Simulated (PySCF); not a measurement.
B3LYP has the VWN-RPA correlation part, as in Gaussian. 

HSe, SMILES `[SeH]` (charge 0, multiplicity 2)

All values below come from B3LYP-D3(BJ)/def2-TZVP (PySCF).

```
Quantity                                              Value
-----------------------------  ----------------------------
highest occupied spin orbital                      -6.77 eV
dipole moment                                        0.55 D
total energy                                  -2402.1543 Ha
cost                           very roughly 12 core-seconds
```

Bonds (Å): Se1–H2 1.475.
Charge 0, spin multiplicity 2.
